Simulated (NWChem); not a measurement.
A series in which one site is exchanged, each optimised at PBE0/def2-SVP with NWChem, gas phase unless a solvent is named. All stand in one matching conformer (torsions within 35°), which need not be the lowest. Low-valent species are run as closed-shell singlets; no triplet was tried in these runs. For some, no frequency run checked for a minimum. def2 effective core potentials on Sn, I; no spin-orbit coupling.

A: [F][Sn][SH] (SnHSF; site = F)
B: [SH][Sn][I] (SnHSI; site = I)
C: [SH][SnH] (SnH₂S; site = H)
D: [SH][Sn][Cl] (SnHSCl; site = Cl)

Values for A:

```
Property                                            Result
--------------------------------------------------  ------
dipole (D), PBE0/def2-SVP                             3.67
orbital gap (eV), PBE0/def2-SVP                       4.83
static polarisability, PBE/def2-SVPD (bohr³)          67.3
lowest singlet excitation, PBE/def2-SVPD, TDA (eV)    3.65
```

Question: How do these values change for the other members?

Answer: 
| change from A | B | C | D |
|---|---|---|---|
| dipole (D), PBE0/def2-SVP | -0.19 | -1.83 | -0.05 |
| orbital gap (eV), PBE0/def2-SVP | -0.70 | -0.68 | -0.26 |
| static polarisability, PBE/def2-SVPD (bohr³) | +43.2 | +4.8 | +16.6 |
| lowest singlet excitation, PBE/def2-SVPD, TDA (eV) | -0.93 | -0.66 | -0.29 |
